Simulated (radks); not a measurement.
Trend from Li to Ne: ionisation energy by Delta-SCF between NIST ground configurations, and size. All-electron calculation, scalar-relativistic Kohn-Sham, LDA (Slater exchange, Perdew-Wang correlation), spin-polarised, spherical densities, point nucleus; open shells are filled with parallel spins first. Program: a radial shooting solver on a logarithmic mesh with Libxc functionals.

| species | configuration | IE (eV) | NIST (eV) | kind | -e(HOMO) (eV) | outermost | <r> outermost (bohr) |
|---|---|---|---|---|---|---|---|
| Li | [He] 2s1 | 5.473 | 5.392 | exp. | 3.165 (2s) | 2s | 3.82 |
| Be | [He] 2s2 | 9.030 | 9.323 | exp. | 5.600 (2s) | 2s | 2.62 |
| B | [He] 2s2 2p1 | 8.573 | 8.298 | exp. | 4.096 (2p) | 2p | 2.23 |
| C | [He] 2s2 2p2 | 11.759 | 11.260 | exp. | 6.179 (2p) | 2p | 1.74 |
| N | [He] 2s2 2p3 | 14.988 | 14.534 | exp. | 8.390 (2p) | 2p | 1.43 |
| O | [He] 2s2 2p4 | 13.890 | 13.618 | exp. | 7.407 (2p) | 2p | 1.34 |
| F | [He] 2s2 2p5 | 18.048 | 17.423 | exp. | 10.436 (2p) | 2p | 1.13 |
| Ne | [Ne] | 22.167 | 21.565 | exp. | 13.534 (2p) | 2p | 0.981 |

Reference values: NIST Atomic Spectra Database (exp. = measured, semi-emp. = semi-empirical, theory = theoretical value adopted there). Open shells are spherical and high-spin; term and fine-structure splittings are not resolved.
